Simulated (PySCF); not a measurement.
HgCl, SMILES [Cl][Hg+], charge +1. Geometry optimised at B3LYP-D3(BJ)/def2-TZVPD. The multiplicity is an assumed one; other spin states were not compared. The def2 effective core potentials stand for the cores of Hg; spin–orbit coupling is left out.

**Question.** Give the equilibrium geometry at B3LYP-D3(BJ)/def2-TZVPD (PySCF confirms it by a frequency run) as a Z-matrix, and its point group. (An estimate is asked for; the answer gives what the named calculation found.)

**Answer.** point group C∞v.
```
Hg
Cl 1 2.2710
```
Charge +1, spin multiplicity 1.
